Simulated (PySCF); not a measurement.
F₂H₃N₂Nb, multiplicity 1. Atoms are numbered in the order given.

```xyz
8

Nb    -0.0381    -0.0244     0.0000
N      0.1931    -1.7461     0.0000
H      0.1960    -2.7612     0.0000
F     -0.9524     0.5305     1.5499
F     -0.9524     0.5305    -1.5499
N      1.7879     0.6636     0.0000
H      2.6504     0.1282     0.0000
H      1.9933     1.6620     0.0000
```
Charge 0, spin multiplicity 1.

Geometry optimised at PBE0-D3(BJ)/def2-SVP. The spin state was assumed, not searched. The def2 effective core potentials stand for the cores of Nb; spin–orbit coupling is left out. Other conformers were not sampled.

Method: CAM-B3LYP/def2-TZVP (PySCF).

The molecule is in vacuum.

total energy: -368.18761 hartree
point group: Cs
highest occupied level: -9.67 eV
lowest empty level: -0.13 eV
orbital gap: 9.54 eV
dipole moment: 2.60 D
quadrupole, principal values (traceless, Buckingham form, about the centre of nuclear charge): -12.81, 1.40, 11.41 D·Å
mean static polarisability: 50.7 bohr³ (7.52 Å³)
polarisability, principal values: 42.2, 49.9, 60.1 bohr³
